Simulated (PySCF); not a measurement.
PySCF 2.14 output of a UHF calculation on a single atom or ion in aug-cc-pV(Q+d)Z with one added diffuse shell each of s, p, d, f, g type (8s7p6d4f3g, 114 functions), with no relativity, point nucleus:

```
SCF conv_tol = 1e-09
number electrons alpha = 9  beta = 6
cycle= 1 E= -288.889655586  delta_E= -2.36e-10  |g|= 3.44e-06  |ddm|= 6.47e-05
converged SCF energy = -288.889655586  <S^2> = 3.7507517  2S+1 = 4.0003758
```

The run itself started from symmetry-adapted Hartree-Fock orbitals and held the occupation by maximum overlap, so the iterations belong to that start.

Task: Which element, charge and spin multiplicity is this?

Result: Si- (silicon, charge -1), multiplicity 4; the state was [Ne] 3s2 3p3, high-spin 4S determinant.
